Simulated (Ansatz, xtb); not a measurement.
Relative energy of two isomers of C4H11In

Structure I: `CC[CH2][InH][CH3]`, a singlet. Structure II: `CC(C)[CH2][InH2]`, a singlet. Both are isolated molecules in the gas phase, relaxed with PBE0-D4/def2-SVP; the shapes shown needn't be the lowest conformers.

I (Å):

```yaml
atoms:
  - { symbol: C, position_ang: [-2.1998, -1.1342, -0.1949] }
  - { symbol: C, position_ang: [-1.0452, -0.3779, -0.8396] }
  - { symbol: C, position_ang: [-0.3830, 0.6304, 0.0939] }
  - { symbol: C, position_ang: [1.9072, 1.3746, -2.8132] }
  - { symbol: In, position_ang: [1.2815, 1.7452, -0.7672] }
  - { symbol: H, position_ang: [-1.8607, -1.6953, 0.6913] }
  - { symbol: H, position_ang: [-2.9896, -0.4418, 0.1399] }
  - { symbol: H, position_ang: [-2.6592, -1.8541, -0.8911] }
  - { symbol: H, position_ang: [-1.4110, 0.1337, -1.7480] }
  - { symbol: H, position_ang: [-0.2957, -1.1040, -1.2025] }
  - { symbol: H, position_ang: [-1.1193, 1.3703, 0.4571] }
  - { symbol: H, position_ang: [-0.0041, 0.1307, 1.0042] }
  - { symbol: H, position_ang: [2.1233, 2.9431, 0.1829] }
  - { symbol: H, position_ang: [1.8274, 2.2997, -3.4054] }
  - { symbol: H, position_ang: [1.2952, 0.5952, -3.2892] }
  - { symbol: H, position_ang: [2.9623, 1.0601, -2.8340] }
```

II (Å):

```xyz
16

C    -1.7219    1.3665   -1.2598
C    -0.2778    1.6985   -1.6185
C     0.6928    0.7431   -0.9333
C     0.0589    3.1585   -1.3209
In   -0.0601    3.7949    0.7633
H    -1.8915    1.4689   -0.1734
H    -2.4284    2.0366   -1.7752
H    -1.9802    0.3319   -1.5354
H    -0.1693    1.5464   -2.7106
H     0.6130    0.8213    0.1655
H     1.7361    0.9620   -1.2113
H     0.4874   -0.3050   -1.2024
H     1.0830    3.4033   -1.6546
H    -0.6045    3.8390   -1.8841
H     0.3200    5.4528    1.1396
H    -0.5139    2.7389    2.0701
```

Problem. Estimate E(II) − E(I) at the level CCSD(T)/def2-SVP + ΔMP2/def2-TZVPP.

Solution. CCSD(T)/def2-SVP + ΔMP2/def2-TZVPP gives E(II) − E(I) = +3.4 kcal/mol, favouring structure I, but this leans on the basis-set step: CCSD(T) alone gives +0.4 kcal/mol.

Level by level:

```
                             level          geometry  E(II) − E(I) (kcal/mol)  departure from the last row (kcal/mol)  job, with rough time for the two
                          GFN2-xTB          GFN2-xTB                     −11.6                                   −15.1              optimisation, 0.34 s
                         HF/STO-3G          GFN2-xTB                      +7.0                                    +3.6               single point, 1.2 s
                r2SCAN-D4/def2-SVP          GFN2-xTB                      +0.7                                    −2.8               single point, 7.2 s
                  PBE0-D4/def2-SVP  PBE0-D4/def2-SVP                      +0.8                                    −2.7             optimisation, 3.6 min
                       HF/def2-SVP  PBE0-D4/def2-SVP                      +1.9                                    −1.5           part of the CCSD(T) run
                      MP2/def2-SVP  PBE0-D4/def2-SVP                      +0.9                                    −2.5           part of the CCSD(T) run
                  CCSD(T)/def2-SVP  PBE0-D4/def2-SVP                      +0.4                                    −3.0                      single point
CCSD(T)/def2-SVP + ΔMP2/def2-TZVPP  PBE0-D4/def2-SVP                      +3.4                                                     single point, 2.1 min
```

As drawn, II has 1 C–C, 1 In–H in place of 1 C–In, 1 C–H.

GFN2-xTB puts the two in the other order. CCSD(T)/def2-SVP finds them nearly level. The largest departure from CCSD(T)/def2-SVP + ΔMP2/def2-TZVPP is that of GFN2-xTB, 15.1 kcal/mol. The last row adds to CCSD(T) the change of the MP2 difference between the two basis sets, here +3.0 kcal/mol, a large step that makes the value less sure.

With thermal terms from frequencies at re-optimised GFN2-xTB minima (ideal gas, soft modes damped towards free rotors, one conformer each, 298.15 K, 1 atm): on the last row, ΔE + ΔZPE = +2.7, ΔH = +2.0, ΔG = +3.9 kcal/mol.

The correlated steps freeze 8 core orbitals; the filled d shell of In is correlated, in a basis made for valence electrons. Atoms past krypton carry core potentials in the def2 sets, other sets are all-electron and non-relativistic, and no spin–orbit term is included. Codes used: Ansatz 0.2.0, xtb 6.7.1; the last row on 2 threads of Arm Neoverse V1 on a shared host.
